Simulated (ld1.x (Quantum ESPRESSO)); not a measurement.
# Ranking TM potentials for B

All share these settings but for the change named:

ld1.x (Quantum ESPRESSO) 7.5 input, shortened:

```
&input
   title='B', zed=5., rel=0, dft='PBESOL', iswitch=3,
   config='[He] 2s2 2p1 3d-2'
 /
 &inputp
   pseudotype=2, tm=.true., lloc=-1, rcloc=1.90,
   nlcc=.true., new_core_ps=.true.
 /
3
2S  1  0   2.00   0.00  1.15  1.15  0.0
2P  2  1   1.00   0.00  2.05  2.05  0.0
3D  3  2  -2.00   0.25  1.55  1.55  0.0
 &test
   configts(1)='2s2 2p1'
 /
```

Cutoff: the first of the cutoffs (Ry, on a coarse ladder) from which the occupation-weighted sum of valence levels, in a spherical-Bessel basis at the reference potential, stays within 10 and 1 mRy of its value at 400 Ry; the density cutoff is not measured.

The base gives 25 Ry.

Of 6 variants that were run, those that failed, showed a ghost or another fault, or gave nearly equal values are left out.

A variant can come out equal or close to the base.

(1) Rank these variants from softest to hardest (loose cutoff).
A. wave 2s (bound): rc 1.15 bohr becomes 2s (bound): rc 0.94 bohr
B. wave 2s (bound): rc 1.15 bohr becomes 2s (bound): rc 1.50 bohr
C. wave 2s (bound): rc 1.15 bohr becomes 2s (bound): rc 1.20 bohr

Results:

(1) B (21 Ry), C (25 Ry), A (70 Ry).
